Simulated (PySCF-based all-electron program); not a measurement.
# Bond force of TlF, singlet

All-electron Kohn–Sham DFT on the free molecule, computed near the basis limit with an in-house program on PySCF integrals; Koelling–Harmon scalar relativity, no spin–orbit coupling, spin-restricted. Forces are good to about 0.013 eV/Å. In part, the full relativistic part was added along one bond alone. A positive force pushes the atoms apart.

| r (Å) | LDA (eV/Å) | PBEsol (eV/Å) | PBE (eV/Å) | HSE06 (eV/Å) |
| --- | --- | --- | --- | --- |
| 1.872 | – | – | 6.135 | – |
| 1.8756 | 5.084 | 5.496 | 5.990 | ? |
| 1.908 | – | – | 4.790 | – |
| 2.080 | – | – | 0.671 | – |
| 2.084 | -0.062 | 0.249 | 0.608 | ? |
| 2.120 | – | – | 0.098 | – |
| 2.2924 | – | – | -1.414 | ? |

Fill in the missing HSE06 forces.

1.8756 Å: 5.487 eV/Å; 2.084 Å: 0.224 eV/Å; 2.2924 Å: -1.694 eV/Å.

Fit a Morse curve to the forces within 0.84 to 1.25 of the listed length with the smallest force. Where does the force vanish, what is the force constant, and what harmonic wavenumber follows with standard atomic masses?

PBE: 2.127 Å, 13 eV/Å², about 450 cm⁻¹. The points are far apart, so these are estimates.

At 2.084 Å, order the functionals from the one that pulls the atoms together most to the one that pushes them apart most.

LDA (-0.062), HSE06 (0.224), PBEsol (0.249), PBE (0.608).
